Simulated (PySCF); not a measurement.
**Ti (titanium, neutral): UHF calculation**

Configuration: [Ar] 3d2 4s2, high-spin 3F determinant. All numbers are calculated (PySCF 2.14, the spin-free X2C one-electron Hamiltonian (Gaussian nucleus), in aug-cc-pVQZ-DK (9s8p6d4f3g2h, 140 functions)).

```
Total energy                        : -852.749156 hartree
One-electron energy                 : -1168.6067 hartree
Hartree (Coulomb) energy            : 357.2646 hartree
Exchange energy                     : -41.4071 hartree
⟨S²⟩                                : 2.0087
⟨L²⟩                                : 12.042
Sum of ⟨r⟩                          : 21.53 bohr
Sum of ⟨r²⟩                         : 49.85 bohr²
Langevin diamagnetic susceptibility : -39.5 ×10⁻⁶ cm³/mol
```

| shell | electrons | mean orbital energy (hartree) | rms radius, mean of both spins (bohr) |
| --- | --- | --- | --- |
| 1s β | 1 | -184.39412 | 0.0804 |
| 1s α | 1 | -184.39401 | 0.0804 |
| 2s α | 1 | -21.66342 | 0.350 |
| 2s β | 1 | -21.63125 | 0.350 |
| 2p α | 3 | -17.83149 | 0.320 |
| 2p β | 3 | -17.79913 | 0.320 |
| 3s α | 1 | -2.96748 | 1.08 |
| 3s β | 1 | -2.84047 | 1.08 |
| 3p α | 3 | -1.87589 | 1.18 |
| 3p β | 3 | -1.71847 | 1.18 |
| 3d α | 2 | -0.44027 | 1.66 |
| 4s α | 1 | -0.23407 | 4.04 |
| 4s β | 1 | -0.21127 | 4.04 |

Densities and radii are taken from the X2C orbitals without a picture-change correction, which distorts them close to the nucleus.

Spin-orbit constants ζ (cm⁻¹) from the X2C one-electron operator on these orbitals: bare nucleus, nucleus screened by l(l+1)(2l+1)/3 electrons, and screened by the Breit-Pauli mean field of the electrons.

```csv
shell,bare,screened nucleus,mean field
2p,33300,30270,n/a
3p,3588,3261,n/a
3d,256.3,139.8,n/a
```

To first order the Landé constant is A = 69.91 cm⁻¹, so the lowest level has J = 2 and lies 0.0347 eV below the centre of the term. This holds in LS coupling only.
